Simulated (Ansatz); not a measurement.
Two structures of Si2H5Br, singlet, reached by relaxing down either side of one saddle point (PBE0-D4/def2-TZVP). Energies are electronic, without zero-point energy. Ansatz 0.2.0; basis: def2-TZVPP and def2-QZVPP; cores frozen in the correlated methods. Filled d shells of the heavier atoms are correlated. The def2 sets are not built for correlating such inner shells, so the correlated values are less sure here. Extrapolation: Hartree–Fock as exp(−7.88 √X), correlation as X^−2.97. First:

```tsv
atom	x (Å)	y (Å)	z (Å)
Si1	-0.7255	-0.2780	-0.8226
Br2	0.2978	-1.9755	-1.8475
H3	-0.9487	0.7863	-1.8335
H4	-2.0413	-0.7718	-0.3437
Si5	0.6372	0.4448	0.9324
H6	-0.0142	1.5785	1.6435
H7	0.8497	-0.6762	1.8839
H8	1.9450	0.8918	0.3875
```

Second:

Si1  (-1.082, 0.725, -0.641)
Br2  (-0.103, -1.443, -1.748)
H3  (-0.322, -1.117, -3.121)
H4  (-1.995, -0.227, 0.120)
Si5  (0.596, 0.521, 1.037)
H6  (0.110, 1.289, 2.223)
H7  (0.897, -0.867, 1.506)
H8  (1.898, 1.120, 0.625)
(Å)

Which bonds change from the first to the second?

Si₂H₅Br ([SiH3][SiH2][Br]) → Si₂H₄ ([SiH][SiH3]) + HBr (still joined by a long Si–Br bond); bonds formed: Br2–H3; bonds broken: Si1–H3; bonds weakened to dative contacts: Si1–Br2.

Give the saddle point's structure and its height above each. (To be estimated.)

Computed: 299.1 kJ/mol above the first and 15.2 kJ/mol above the second (CCSD(T) at an estimated basis limit (MP2 extrapolated from triple and quadruple zeta, plus CCSD(T) − MP2 in triple zeta)).
```
8
angstrom
Si -1.0483 0.5523 -0.7159
Br 0.0749 -1.7121 -1.8977
H -0.4377 -0.6009 -2.6719
H -1.9900 -0.3705 0.0379
Si 0.5845 0.5096 1.0067
H 0.1124 1.4458 2.0717
H 0.7945 -0.8282 1.6314
H 1.9097 1.0039 0.5381
```

The T1 diagnostic stays at or below 0.012. The restricted Hartree–Fock reference is unstable towards an unrestricted one at one or more of these structures.

Losses and insertions of silylenes and their heavier kin drive the gas-phase chemistry of silicon and germanium vapour deposition.

Labels in which every atom is bracketed show which atoms are joined, not bond orders.

For scale, one of the runs: CCSD(T)/def2-TZVPP, 202 basis functions (an equivalent command: `ansatz run in.yaml --threads 4`). The run took 50 s on 4 CPU threads (shared host), with 2.3 GiB of host memory at its peak.
